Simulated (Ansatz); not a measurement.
Relaxation of ClH6NOSn (10 atoms, charge 0, multiplicity 1), to a largest force component of 0.03 eV/Å in at most 50 steps.

Level of theory: RKS B3LYP/def2-SVP in Ansatz.

```xyz
10
Properties=species:S:1:pos:R:3:forces:R:3
Sn -0.097 0.118 0.032 -0.06 0.20 -0.54
O -0.209 0.072 2.004 -0.03 -0.06 0.46
H -1.107 0.197 2.344 0.02 0.01 -0.01
H 1.550 0.033 -0.395 0.00 0.00 0.00
H -0.936 1.519 -0.506 0.00 0.00 0.00
Cl -1.342 -1.678 -0.918 0.00 0.00 0.00
N 1.213 -2.606 1.377 -0.15 0.35 0.41
H 0.499 -2.874 0.698 0.07 0.02 0.06
H 2.004 -2.200 0.876 -0.08 -0.06 0.05
H 0.814 -1.885 2.006 0.25 -0.46 -0.43
```

Where does it end, and by what steps?

The forces met the threshold. After 7 steps the energy has fallen by 0.052 eV; H9 moved furthest, 0.31 Å.

```csv
step,energy less start (eV),largest force component (eV/Å),accepted
0,0.0000,0.541,yes
1,-0.0393,0.263,yes
2,-0.0444,0.244,yes
3,-0.0473,0.195,yes
4,-0.0494,0.198,yes
5,-0.0499,0.173,yes
6,-0.0515,0.105,yes
7,-0.0520,0.011,yes
```

```xyz
10
Properties=species:S:1:pos:R:3
Sn -0.180 0.299 -0.077
O -0.154 0.087 1.908
H -1.037 0.106 2.304
H 1.457 0.241 -0.546
H -1.094 1.687 -0.498
Cl -1.346 -1.546 -1.016
N 1.245 -2.757 1.550
H 0.570 -3.042 0.838
H 2.078 -2.444 1.049
H 0.850 -1.932 2.007
```

Whether the end is a true minimum wasn't checked by a vibrational analysis.

Time of the run: 21 s on 2 threads of Intel(R) Xeon(R) 6975P-C (Granite Rapids), on a shared host, peak memory 0.25 GiB.
